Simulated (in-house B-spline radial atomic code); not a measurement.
The numbers below are computed, except where a source is named.
**Ghost states of the separable form: Cl**

Cl, [Ne] 3s2 3p5, non-relativistic LDA (VWN5), spherical and spin-unpolarised, from a B-spline radial code for spherical atoms (atomic units; all potentials screened as in the neutral atom).

Troullier-Martins channels: 3s (ε = -0.7545, r_c = 1.434 bohr), 3p (ε = -0.3204, r_c = 1.584 bohr). In the Kleinman-Bylander form one channel serves as the local potential, and each other channel l becomes |δV u><u δV|/<u|δV|u>, with δV = V_l − V_local and u the pseudo-orbital. Its strength is E_KB = <u|δV²|u>/<u|δV|u>. By the analysis of Gonze, Stumpf and Scheffler a spurious state lies below the reference level ε if E_KB > 0 and ε is above the second level of the local potential alone, or if E_KB < 0 and ε is above its first. The table's levels are those of angular momentum l in a sphere of 9 bohr, whose wall can lift a shallow ε a little above its free-atom value.

```csv
local,channel,<u δV u>,<u δV² u>,ε,first local level,second local level
p,s,0.22076,0.6819,-0.7545,-1.2217,-0.0357
s,p,-0.14437,0.42961,-0.3204,-0.2344,0.1022
```

(1) Apply the rule to each row.

Diagonalising the separable Hamiltonian gives:

| local | channel | three lowest levels | all-electron, two lowest valence levels |
| --- | --- | --- | --- |
| p | s | -0.7545, 0.0155, 0.2780 | -0.7545, 0.0158 |
| s | p | -0.3204, 0.0871, 0.3710 | -0.3204, 0.0872 |

(2) Which choices of local channel are safe?

Answers

(1) Local p, channel s: E_KB = +3.09, so ε = -0.7545 is set against -0.0357: no ghost. Local s, channel p: E_KB = -2.98, so ε = -0.3204 is set against -0.2344: no ghost.

(2) All are free of ghosts. Among the safe choices the second level, which tests transfer, is off by at most 0.1 millihartree (s local), 0.3 millihartree (p local).
